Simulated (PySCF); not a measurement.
Task: What does the GFN2-xTB structure of `C=N[C@@]12CCC[C@@H]1O2` look like in three dimensions?

Result: 
```xyz
17
C6H9NO angstrom
C      2.8175    0.7327    0.2090
N      1.6735    0.8948   -0.2855
C      0.5395    0.3280    0.2955
C     -0.7563    1.1121    0.1837
C     -1.8420    0.0805    0.5232
C     -1.2802   -1.2758    0.0708
C      0.2134   -1.1080    0.2339
O      0.6251   -0.5081    1.4315
H      3.0154    0.1653    1.1195
H      3.6544    1.1837   -0.3021
H     -0.8402    1.4705   -0.8426
H     -0.7713    1.9659    0.8592
H     -2.7911    0.3135    0.0443
H     -1.9927    0.0617    1.6025
H     -1.6700   -2.1002    0.6670
H     -1.4961   -1.4672   -0.9815
H      0.8941   -1.8375   -0.1890
```

Orientation and origin are arbitrary. Atoms count from 1 in this order. The C–N distances run from 1.257 Å (C1=N2, drawn double) to 1.395 Å (N2–C3, drawn single), a spread of 0.138 Å. N2 (imine nitrogen) is bent (angle 121.6°). The 5-membered ring C3–C4–C5–C6–C7 has internal angles of 103.4° to 109.3° (sum 530°, against 540° for a flat polygon); it is puckered, 0.14 Å rms from its mean plane, widest ring torsion 30°. Of the pairs four or more bonds apart, O8···H9 is among the closest relative to their van der Waals radii: 2.50 Å, 92 % of the sum of Bondi's values.

Bonds between heavy atoms (Å): C1=N2 1.257, N2–C3 1.395, C3–C4 1.519, C4–C5 1.536, C5–C6 1.536, C6–C7 1.512, C7–O8 1.401, C3–C7 1.474, C3–O8 1.413.

Structure optimised with GFN2-xTB, isolated species.

Point group: C1 (no symmetry element, even within 0.4 Å). No frequency check. One conformer, not necessarily the lowest (C1–N2–C3–C4 147°, N2–C3–C4–C5 164°, C3–C4–C5–C6 -30°, C4–C5–C6–C7 30°, C5–C6–C7–O8 45°).

All values are computed, not measured.
